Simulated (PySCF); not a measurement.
Geometries of 2 isomers of CH10ClPSi3, from PBE0-D3(BJ)/def2-SVP geometry optimisation, gas phase (PySCF). One conformer each, no zero-point energy, no frequencies.

Question: Which isomer lies lower at this level?
A.
```xyz
16
angstrom
Si     1.681    1.069    1.081
Si     0.038    0.090   -0.275
Si    -1.774   -0.692    0.986
P     -0.589    1.602   -1.859
C      0.836   -1.379   -1.187
Cl     1.435   -2.541    0.038
H      1.909    0.250    2.308
H      1.233    2.436    1.490
H      2.962    1.192    0.318
H     -2.667   -1.510    0.106
H     -1.340   -1.519    2.152
H     -2.549    0.485    1.488
H     -1.144    2.500   -0.897
H     -1.845    0.976   -2.135
H      0.121   -1.909   -1.833
H      1.690   -1.059   -1.803
```
B.
```xyz
16
angstrom
Si     1.414    2.782   -0.009
P      1.386    0.646   -0.773
Si    -0.436    0.031    0.413
Si     2.905   -0.285    0.604
C      4.631    0.188   -0.015
Cl     4.829    1.967    0.052
H     -0.005    3.256   -0.071
H      1.887    2.884    1.404
H      2.244    3.636   -0.903
H     -0.509   -1.462    0.436
H     -1.640    0.581   -0.275
H     -0.411    0.534    1.823
H      2.768    0.142    2.030
H      2.761   -1.772    0.515
H      4.783   -0.129   -1.057
H      5.422   -0.262    0.604
```

Answer: B. That is `[SiH3]P([SiH3])[SiH2]CCl`, 9.2 kcal/mol below the other.

```
                  SMILES                         atoms numbered as above       E (Eh)  relative (kcal/mol)  relative (kJ/mol)  dipole (D)
[SiH3]P([SiH3])[SiH2]CCl    [SiH3:1][P:2]([SiH3:3])[SiH2:4][CH2:5][Cl:6]  -1712.93367                  0.0                0.0        1.51
[SiH3][Si]([SiH3])(P)CCl  [SiH3:1][Si:2]([SiH3:3])([PH2:4])[CH2:5][Cl:6]  -1712.91900                  9.2               38.5        1.11
```

As drawn, the higher has an Si–Si bond, which the lower lacks.
